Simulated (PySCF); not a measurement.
C₄H₉FSi, SMILES C[SiH](/C=C\F)C.

The structure is a stationary point at PBE0-D3(BJ)/def2-SVP. The structure was generated by enumeration; whether it is a known compound was not checked. The values are those of a single conformer.

Calculation: CAM-B3LYP/def2-TZVP (PySCF).

Symmetry labels are those of the subgroup Cs that the program uses (full group Cs).

**Question.** List the valence orbital energies around the gap with their symmetry. (Estimate from the structure and the level; the computed values follow.)

**Answer.** 
| orbital | symmetry | energy (eV) |
|---|---|---|
| HOMO−7 | A' | -12.94 |
| HOMO−6 | A' | -12.52 |
| HOMO−5 | A" | -12.49 |
| HOMO−4 | A" | -12.42 |
| HOMO−3 | A' | -10.44 |
| HOMO−2 | A" | -10.30 |
| HOMO−1 | A' | -10.20 |
| HOMO | A" | -8.88 |
| LUMO | A" | 0.80 |
| LUMO+1 | A' | 1.99 |
| LUMO+2 | A' | 2.49 |
| LUMO+3 | A" | 2.75 |
